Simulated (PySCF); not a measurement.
Compound: C₆H₁₀F₂.
SMILES: `FC(F)[C@H]1C[C@H](C1)C`

Jobs on this species (18 atoms, 64 electrons) with PySCF (density fitting). Hardware of each: one thread of an Arm Neoverse V1, on a shared host. Other jobs ran on the host; a repeat could differ by tens of per cent or more. Peak memory is the resident size of the whole Python process, interpreter and libraries included.

Question: Rank these jobs by wall time, shortest first.
A. WP04/3-21G; shieldings, ring-centre shieldings, charges and field gradients; 92 basis functions
B. PBE0/def2-SVPD; 6 singlets by full TDDFT, 2 Tamm–Dancoff triplets, polarisability; 246 basis functions
C. PBE0/pcSseg-1; shieldings, ring-centre shieldings, charges and field gradients; 186 basis functions

Answer: A (8.6 s), C (24 s), B (45 s).

All jobs:

| level and settings | work | basis functions | SCF cycles | wall time | peak memory |
| --- | --- | --- | --- | --- | --- |
| WP04/3-21G | shieldings, ring-centre shieldings, charges and field gradients | 92 | 13 | 8.6 s | 0.57 GiB |
| PBE0/6-31++G**, grid level 1, level shift 0.2 Eh | 1 singlet by full TDDFT, 2 Tamm–Dancoff triplets, polarisability | 204 | 10 | 21 s | 0.80 GiB |
| PBE0/pcSseg-1 | shieldings, ring-centre shieldings, charges and field gradients | 186 | 13 | 24 s | 0.83 GiB |
| PBE0/def2-SVPD | 6 singlets by full TDDFT, 2 Tamm–Dancoff triplets, polarisability | 246 | 13 | 45 s | 0.93 GiB |

Question: What do all jobs in the table cost together?

Answer: About 99 s; the longest takes about 46 % of that, and about 5.2 times as long as the shortest.
